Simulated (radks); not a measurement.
Values are calculated unless marked as measured or tabulated.
Yb5+, 65 electrons, occupied as [Kr] 4d10 4f12 5s2 5p5 (the NIST ground configuration). Code: a radial shooting solver on a logarithmic mesh with Libxc functionals. Model: scalar-relativistic Kohn-Sham, PBE, spin-unpolarised, spherical densities, point nucleus.

Normalised radial functions P(r) = r R(r), r in bohr:

```
   r/bohr * 4f (the largest magnitude, 1.22, reaches the edge; | marks zero)
 0.001875 *
 0.002481 *
 0.003256 *
 0.004309 *
 0.005656 *
 0.007483 *
 0.009822 *
  0.01289 *
  0.01706 *
  0.02239 *
  0.02963 *
  0.03889 *
  0.05104 |*
  0.06753 | *
  0.08864 |   *
   0.1173 |        *
    0.154 |               *
   0.2021 |                         *
   0.2674 |                                      *
   0.3509 |                                                 *
   0.4643 |                                                      *
   0.6095 |                                                   *
   0.8064 |                                         *
    1.059 |                            *
    1.389 |                 *
    1.838 |       *
    2.413 |  *
    3.193 |*
    4.191 *
```

4f: eigenvalue -74.725 eV, 0 radial nodes, <r> = 0.688 bohr, 90 % of the charge inside 1.15 bohr.
